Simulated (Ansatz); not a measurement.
All values below come from Ansatz (a program for electronic structure) with frozen-core CCSD(T)/cc-pVTZ // PBE0-D3(BJ)/def2-SVP.

Ansatz 0.2 input:
```yaml
crystal:
  periodic: [false, false, false]
  atoms:
    - { symbol: Al, position_ang: [0.009391, -0.090401, 0.004486] }
    - { symbol: Cl, position_ang: [1.542772, 0.40207, -1.364541] }
    - { symbol: Cl, position_ang: [-1.975868, 0.068679, -0.70365] }
    - { symbol: Cl, position_ang: [0.33785, 0.444303, 2.022956] }
    - { symbol: C, position_ang: [0.482878, -4.639365, 0.229353] }
    - { symbol: C, position_ang: [0.333652, -3.205794, 0.158503] }
    - { symbol: N, position_ang: [0.214717, -2.063259, 0.102036] }
    - { symbol: H, position_ang: [0.153229, -4.99508, 1.216194] }
    - { symbol: H, position_ang: [1.538631, -4.907099, 0.078479] }
    - { symbol: H, position_ang: [-0.129144, -5.111883, -0.552449] }
basis:
  gaussian: { orbitals: cc-pVTZ }
correlation:
  method: ccsd_t
```

Output:

```
Functional definition: HF
1571 factors; integrals over basis functions are off by at most 1.2e-3 eV
mean field evaluation 1: about -47690.6913 eV, gradient 3.4e1 eV
mean field evaluation 2: about -47691.0402 eV, gradient 3.4e1 eV
mean field evaluation 4: about -47694.2277 eV, gradient 5.5e0 eV
mean field evaluation 8: about -47694.3292 eV, gradient 3.7e-1 eV
mean field evaluation 16: about -47690.6930 eV, gradient 3.4e1 eV
mean field -47694.32975096 eV, -1752.7342899701 hartree, gradient 1.8e-6 eV, S^2 0.000000; 0 other end points of the search recorded, 0 dependent functions left out
23 core orbitals not correlated
reference -47694.32975096 eV, -1752.7342899701 hartree; 20, 20 occupied and 225, 225 virtual orbitals, 1571 factors
second order -31.16508773 eV of doubles, -0.00000000 eV of singles
cycle   1  -31.87672078 eV  change   -7.1e-1 eV  update   1.2e-1
cycle   2  -32.60343411 eV  change   -7.3e-1 eV  update   3.4e-2
cycle   3  -32.76088308 eV  change   -1.6e-1 eV  update   1.6e-2
cycle   4  -32.75242784 eV  change    8.5e-3 eV  update   4.1e-3
cycle   5  -32.75317990 eV  change   -7.5e-4 eV  update   1.9e-3
cycle   6  -32.75407921 eV  change   -9.0e-4 eV  update   4.7e-4
cycle   7  -32.75416051 eV  change   -8.1e-5 eV  update   1.9e-4
cycle   8  -32.75422516 eV  change   -6.5e-5 eV  update   5.2e-5
cycle   9  -32.75426404 eV  change   -3.9e-5 eV  update   1.8e-5
perturbative correction -1.45095952 eV, -0.0533217790 hartree
Total energy: -47728.53497453 eV, -1753.9913087510 hartree
```

Cost: roughly 10 core-minutes.
